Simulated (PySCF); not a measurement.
## Orbital picture of MnN

PBE at R = 1.646 Å; Mn x2c-TZVPPall, N x2c-TZVPPall; spin-free X2C with a Gaussian nucleus (PySCF 2.14). State: ⁵Π (quintet), unpaired electrons σ ↑, π ↑, δ ↑↑. Only the outer orbitals are listed, counted within each symmetry.

| spin | orbital | occ. | ε (eV) | on Mn (%) | main shells (%) |
| --- | --- | --- | --- | --- | --- |
| α | 7σ | 1 | -16.88 | 15 | 84 N s |
| α | 3π | 1 | -7.91 | 79 | 78 Mn d, 21 N p |
| α | 3π | 1 | -7.90 | 74 | 73 Mn d, 26 N p |
| α | 8σ | 1 | -7.88 | 63 | 61 Mn d, 28 N p |
| α | 1δ | 1 | -7.26 | 100 | 100 Mn d |
| α | 1δ | 1 | -7.25 | 98 | 98 Mn d |
| α | 9σ | 1 | -5.58 | 80 | 63 Mn s, 19 N p, 11 Mn d |
| α | 4π | 1 | -4.30 | 43 | 57 N p, 23 Mn d, 20 Mn p |
| α | 4π | 0 | -4.04 | 42 | 58 N p, 24 Mn p, 18 Mn d |
| α | 10σ | 0 | -2.86 | 65 | 35 N p, 31 Mn p, 18 Mn d |
| α | 5π | 0 | -0.42 | 88 | 77 Mn p, 12 N p, 11 Mn d |
| β | 6σ | 1 | -51.51 | 99 | 99 Mn p |
| β | 2π | 1 | -51.15 | 100 | 100 Mn p |
| β | 2π | 1 | -50.67 | 100 | 100 Mn p |
| β | 7σ | 1 | -17.39 | 10 | 88 N s |
| β | 3π | 1 | -7.15 | 32 | 68 N p, 29 Mn d |
| β | 8σ | 1 | -7.05 | 30 | 64 N p, 27 Mn d |
| β | 3π | 1 | -6.29 | 39 | 60 N p, 36 Mn d |
| β | 9σ | 0 | -3.58 | 96 | 61 Mn d, 34 Mn s |
| β | 1δ | 0 | -3.46 | 100 | 100 Mn d |
| β | 1δ | 0 | -3.34 | 98 | 65 Mn d, 32 Mn s |

**Question.** Which are the highest filled and the lowest empty level, where do they sit, and how wide is the gap?

**Answer.** Highest filled α 4π at -4.30 eV (in %: 57 N p, 23 Mn d, 20 Mn p); lowest empty α 4π at -4.04 eV (in %: 58 N p, 24 Mn p, 18 Mn d); the gap at PBE is 0.26 eV. Both belong to one degenerate shell, split only by its one-sided filling, so this is no excitation gap.

```json
{
 "bond order (Mayer)": "2.74",
 "⟨S²⟩": "6.310",
 "charge on Mn (Mulliken, basis-dependent)": "0.40",
 "charge on Mn (Löwdin, basis-dependent)": "0.14",
 "dipole moment (positive dipole means Mn(−)N(+))": "-3.52 D",
 "polarisability along the bond": "60.3 bohr³",
 "polarisability across the bond": "41.7 bohr³"
}
```

The state is the lowest single determinant that the PBE0 search found; with open d or f shells the true ground state can be another one.
